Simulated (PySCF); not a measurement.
C₆ coefficients of unlike pairs at PBE

Calculated with PySCF 2.14 from the dipole response of each species, C₆(A,B) = (3/π) ∫ α_A(iu) α_B(iu) du, in atomic units, from isotropic polarisabilities. For ions this is the dispersion term alone; charge-induced terms of lower order in 1/R come first.

| species | configuration | basis | relativity | α (bohr³) | C₆ (like pair) |
| --- | --- | --- | --- | --- | --- |
| F | [He] 2s2 2p5 (2P) | dyall-av2z (11s7p2d) | none | 3.165 | 8.092 |
| As(2+) | [Ar] 3d10 4s2 4p1 (2P) | aug-cc-pVTZ-PP with one added diffuse shell each of s, d, f type with ECP10MDF (7s5p5d3f) | core potential | 10.20 | 43.50 |
| S(2+) | [Ne] 3s2 3p2 (3P) | aug-cc-pV(Q+d)Z with one added diffuse shell each of s, p, d, f, g type (8s7p6d4f3g) | none | 7.309 | 26.45 |
| Cr+ | [Ar] 3d5 (6S) | aug-cc-pVTZ-DK (8s7p5d3f2g) | spin-free X2C | 14.46 | 54.29 |

(1) Estimate C₆ for S(2+) with As(2+).

No spin-orbit coupling is included.

The other pairs:

```json
{"pair": "As(2+), F", "C₆": "17.63"}
{"pair": "S(2+), F", "C₆": "14.05"}
{"pair": "Cr+, As(2+)", "C₆": "47.91"}
{"pair": "Cr+, S(2+)", "C₆": "37.13"}
{"pair": "Cr+, F", "C₆": "19.58"}
```

Answers

(1) The integral gives 33.82. The combination rule 2 C_A C_B / (C_A α_B/α_A + C_B α_A/α_B) gives 33.80 and the geometric mean 33.92.
